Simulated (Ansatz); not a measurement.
`[SiH3]C(S)=[Se]` + H₂ → `[SiH3]C=[Se]` + H₂S at 600 K and 1 bar (hydrogenolysis of a C–S bond).

Isolated molecules relaxed with PBE0-D4/def2-TZVP in Ansatz; ΔE leaves out vibrations. CBS: MP2 limit from def2 TZ/QZ plus the TZ coupled-cluster correction, frozen cores. This one scheme is used for every species. For Se outer-core shells are correlated without core-valence functions, which leaves a few kJ/mol of doubt a bond. Scalar relativity is left out up to krypton. One conformer a species, not always the lowest.

```
          species  CCSD(T)/CBS energy (Eh)  H − E (kJ/mol)  S (J/(mol·K))
`[SiH3]C(S)=[Se]`              -3127.98559           161.3          429.6
               H₂                 -1.17544            43.9          150.8
   `[SiH3]C=[Se]`              -2730.19682           148.6          373.1
              H₂S               -398.97279            60.8          230.9
```

H − E and S are ideal-gas, rigid-rotor, harmonic terms from PBE0-D4/def2-TZVP, for one conformer and one mirror image of each species. For small species the MP2-based limit differs from directly extrapolated CCSD(T) by up to some mEh (0.8 for H₂); such offsets cancel only in part. 1 Eh = 2625.50 kJ/mol, R = 8.31446 J/(mol·K).

Problem. By hand: ΔE, ΔH, ΔS and ΔG.

Solution. ΔE = (-2730.19682) + (-398.97279) − (-3127.98559) − (-1.17544) = -0.00858 Eh = -22.5 kJ/mol. Δ(H − E) = 148.6 + 60.8 − 161.3 − 43.9 = 4.2, so ΔH = -18.3 kJ/mol. ΔS = 373.1 + 230.9 − 429.6 − 150.8 = 23.6 J/(mol·K). ΔG = -18.3 − 600 × (23.6)/1000 = -32.5 kJ/mol.

Problem. By hand: the equilibrium constant, and the temperature at which ΔG would vanish if ΔH and ΔS stayed fixed.

Solution. log₁₀ K = −ΔG/(RT ln 10) = 2.8. ΔH and −TΔS have one sign here, so there is no such temperature.

TΔS isn't small against ΔH here. A doubt of 5 kJ/mol in ΔE shifts log₁₀ K by 0.4 here. Other conformers and mirror images would add mixing entropy, several J/(mol·K) or more a flexible species. Modes under 60 cm⁻¹, often nearly free rotors, make the harmonic entropy too high. These are equilibria of isolated gas molecules and say nothing of rates. Largest T1 diagnostic: 0.016 (customary marks: 0.02 for closed shells, 0.045 for open ones).
